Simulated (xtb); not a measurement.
InHFCl, SMILES [F][InH][Cl]. All values are semi-empirical tight-binding results from xtb (GFN2-xTB unless named), good for trends rather than for accurate numbers. The structure is a stationary point at GFN2-xTB.

For metal compounds this method's bond lengths and energies can be far off.

Q: Estimate the properties. (The exact figures need the calculation; the answer reports its results.)

A: 
* **point group as xtb finds it**: Cs
* **orbital gap**: 3.72 eV
* **zero-point energy**: 4.4 kcal/mol
* **G − E(el) at 298.15 K (modified RRHO)**: -14.4 kcal/mol
